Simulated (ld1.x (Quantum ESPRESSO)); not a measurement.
## What one change does to a pseudopotential (indium, TM)

```
Element                 : indium (In)
Generator               : ld1.x (Quantum ESPRESSO) 7.5
Type                    : norm-conserving Troullier–Martins (Kleinman–Bylander form)
Functional              : PBE
Relativity              : scalar-relativistic
Frozen core             : [Kr] 4d10
Valence charge          : 3
Reference configuration : 5s2 5p0.5 (charge +0.5)
Partial waves           : 5s (bound): rc 1.75 bohr; 5p (bound): rc 2.00 bohr
Local potential         : all-electron potential smoothed inside 1.80 bohr (lloc = -1)
Core correction         : none
```

All-electron outer shells of the reference configuration (PBE, scalar-relativistic, ld1.x):

| shell | level (eV) | outermost node (bohr) | outermost maximum (bohr) |
| --- | --- | --- | --- |
| 5s | -11.39 | 1.02 | 2.13 |
| 5p | -5.31 | 1.14 | 2.74 |

Change: all radii scaled by about 0.77 (s 1.34, p 1.54 bohr); local potential all-electron potential smoothed inside 1.38 bohr (lloc = -1).

Cutoffs: the cutoffs (Ry, on a coarse ladder) from which the occupation-weighted sum of valence levels, in a spherical-Bessel basis at the reference potential, stays within 10 and 1 mRy of its value at 400 Ry; they do not see the model core or the augmentation charge, which bear on the density cutoff. Errors are all-electron minus pseudo energies relative to the spin-unpolarised reference configuration.

Problem. Predict the effect on cutoff, ghosts and configuration errors.

Solution. The potential gets harder (25 Ry and 50 Ry → 140 Ry and 300 Ry); the bound ghosts move from d, s to d, p, s; of the 7 tests that both files solve, the error grows in 3 and shrinks in 2 by more than 15 % and 0.3 meV (median size 19.7 → 10.4 meV). A smaller radius makes the pseudo-wave follow the all-electron one further in, where it bends more sharply, so more plane waves are needed.

```csv
quantity,base,changed
"cutoff, loose",25 Ry,140 Ry
"cutoff, tight",50 Ry,300 Ry
loose cutoff by channel (10 mRy a level),"s 21 Ry, p 6 Ry","s 120 Ry, p 110 Ry"
bound ghosts,"s, d","s, p, d"
"error for 5s2 5p1, meV [ΔE -1.94 eV]",+5.9,+5.3
"error for 5s2 5p0, meV [ΔE 3.42 eV]",+8.4,+10
"error for 5s1 5p0, meV [ΔE 22.66 eV]",+94,+85
"error for 5s1 5p2, meV [ΔE 3.90 eV]",+47,+61
"error for 5s1 5p1, meV [ΔE 10.02 eV]",+20,+8.0
"error for 5s2 5p1.3, meV [ΔE -2.47 eV]",+12,+9.9
"error for 5s0 5p3, meV [ΔE 10.01 eV]",+167,+235
```

 A true bound ghost makes a file unfit for plane-wave use even where its test errors are small: the radial tests pick states by their node count and pass the ghost by.
